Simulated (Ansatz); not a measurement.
Reaction (ligand exchange at the Sn–N bond): `[OH][SnH2][NH][SiH3]` + NH₃ → `[NH2][SnH2][OH]` + `N[SiH3]`

Computed with Ansatz on PBE0-D4/def2-TZVP structures; ΔE is electronic, products minus reactants. CCSD(T)/CBS adds triple-zeta CCSD(T) − MP2 to the extrapolated MP2 energy (def2 sets, frozen cores). This one scheme is used for every species. DFT in def2-TZVPP. B3LYP here is the variant with VWN-RPA as its local correlation; programs differ in this. def2 core potentials past Kr. For Sn outer-core shells are correlated without core-valence functions, which leaves a few kJ/mol of doubt a bond. Each species was taken in one conformer, which may not be the lowest.

```tsv
level	ΔE (kJ/mol)
PBE0-D4	21.6
B3LYP-D4	22.2
ωB97M-V	21.5
B2PLYP	20.1
PBE	16.8
SCS-MP2/def2-TZVPP	24.6
CCSD(T)/def2-TZVPP	25.2
HF/def2-QZVPP	18.3
```

What does CCSD(T)/CBS give? (An estimate is asked.)

Computed: +25.1 kJ/mol. The listed levels differ from it by -3.5, -2.9, -3.6, -5.0, -8.3, -0.5, 0.1, -6.8 kJ/mol.

Largest T1 diagnostic among the species: 0.013.

In def2-TZVPP, CCSD(T) changes the Hartree–Fock value by +7.2 kJ/mol (the triples alone add +1.4 kJ/mol) and MP2 by +8.1 kJ/mol. The D4 term adds +6.2 kJ/mol with B3LYP and +3.6 kJ/mol with PBE0; it sums over pairs of atoms, weighted by their polarisabilities, and B3LYP, whose exchange is more repulsive, gets the larger term.
